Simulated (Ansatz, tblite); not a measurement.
Forces on the cluster Zn₄Br₈⁻ at its PBE-D4/def2-SVP geometry. The state is a doublet with charge -1.

The xTB rows come from tblite. Single mean-field runs in def2-TZVP are fitted with def2-universal-jkfit. Another isomer (doublet) lies 0.54 eV lower at PBE0-D4/def2-TZVP; other spin states weren't run for this one.

GFN1-xTB (tblite), largest force 1.18 eV/Å:

```xyz
12
positions Å, forces eV/Å
Zn    0.190    0.765   -2.782    0.071    0.332   -1.126
Zn    2.683    1.298    0.752    0.256    0.200    0.231
Zn    0.231   -2.141    0.263    0.059   -0.688    0.265
Zn   -3.009    0.605    0.177   -0.337    0.125    0.174
Br    0.421   -1.685   -2.126    0.032   -0.412    0.184
Br   -5.010    1.346    1.061   -0.014    0.015   -0.003
Br   -1.954   -1.279    1.221   -0.058    0.076   -0.070
Br    1.896   -0.792    1.624    0.049    0.088   -0.059
Br    0.447   -4.370    0.916   -0.002    0.072   -0.072
Br    1.908    2.139   -1.342    0.261    0.125    0.270
Br   -2.059    1.651   -1.746   -0.329    0.052    0.207
Br    4.255    2.461    1.983    0.011    0.016    0.000
```

GFN2-xTB (tblite), largest force 2.25 eV/Å:

```
Zn 0.150 0.557 -2.171
Zn 0.504 0.359 0.359
Zn 0.070 -0.832 0.331
Zn -0.628 0.225 0.255
Br 0.085 -0.874 0.220
Br 0.123 -0.032 -0.062
Br -0.146 -0.136 0.243
Br 0.113 -0.096 0.277
Br -0.006 0.113 -0.092
Br 0.351 0.442 0.408
Br -0.517 0.332 0.314
Br -0.099 -0.059 -0.081
```

PBE-D4/def2-TZVP (Ansatz), largest force 0.11 eV/Å:

```
Zn -0.002 -0.011 0.022
Zn -0.054 -0.060 -0.036
Zn -0.012 0.096 0.014
Zn 0.072 -0.048 -0.021
Br 0.004 -0.001 -0.024
Br -0.078 0.033 0.033
Br -0.020 0.012 -0.023
Br 0.019 0.016 -0.018
Br 0.011 -0.111 0.024
Br 0.019 0.014 -0.007
Br -0.019 0.011 -0.011
Br 0.061 0.049 0.047
```
